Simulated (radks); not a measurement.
The numbers below are computed, except where a source is named.
Task: Species: In26+. Configuration: [Ar] 3d5 (the NIST ground configuration). Level of theory: Dirac Kohn-Sham, exchange-only PBE, spin-unpolarised, spherical densities, finite nucleus; open shells fill j = l - 1/2 first; Fermi nuclear charge, rms radius 4.6156 fm (a radial shooting solver on a logarithmic mesh with Libxc functionals). Some entries of the table are withheld. Estimate them.

orbital  occ.  eigenvalue (eV)  <r^2> (bohr^2)
1s1/2       2        -28800.62        0.001195
2s1/2       2              (1)         0.01921
2p1/2       2        -4923.655         0.01429
2p3/2       4        -4711.063         0.01557
3s1/2       2              (2)          0.1240
3p1/2       2        -1598.463          0.1168
3p3/2       4        -1554.012          0.1234
3d3/2       4        -1377.860         0.09913
3d5/2       1        -1368.093          0.1009
4s1/2       0        -821.5706          0.4886
4p1/2       0        -778.6731          0.4926
4p3/2       0        -764.2007          0.5115

Result: 
(1) 2s1/2 eigenvalue (eV): -5196.921
(2) 3s1/2 eigenvalue (eV): -1704.650
